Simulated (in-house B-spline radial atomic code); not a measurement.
**Solving the quasi-particle equation for 5d up of Os IV (Os3+)**

Configuration [Xe] 4f14 5d5, highest spin, start PBE; correlation leaves out the 10 deepest shells. Computed with a B-spline radial code for spherical atoms: all electrons, scalar-relativistic (spin-free one-electron X2C), finite nucleus, each spin shell either full or empty, empty states to l = 9 with an (l + 1/2)⁻⁴ tail; G0W0 by contour deformation at full frequency.

At the mean-field level ε = -36.416 eV the matrix elements are Σx = -31.704 eV, v_xc = -24.992 eV and Σc(ε) = -0.575 eV, and the slope of the correlation self-energy is dΣc/dω = -0.0678. The quasi-particle energy solves E = ε + Σx − v_xc + Σc(E).

Task: What does the linearised equation give?

Result: Z = 1/(1 − dΣc/dω) = 1/1.0678 = 0.9365. The first-order shift is Σx − v_xc + Σc(ε) = -31.704 − (-24.992) + (-0.575) = -7.287 eV, so E ≈ ε + Z × shift = -36.416 + 0.9365 × (-7.287) = -43.240 eV.

Task: How does that compare with the full solution and with static screening?

Result: Solving the equation at full frequency dependence gives E = -43.610 eV, where Σc = -0.483 eV and the weight is 0.800; the linearised value is off by 370 meV. Σc changes between ε and E by more than either slope allows, so a pole of Σc lies between them and the linearisation fails. Leaving Z out would give -43.703 eV. Static COHSEX puts -3.026 eV in place of Σc and gives -46.154 eV, 2.54 eV deeper.
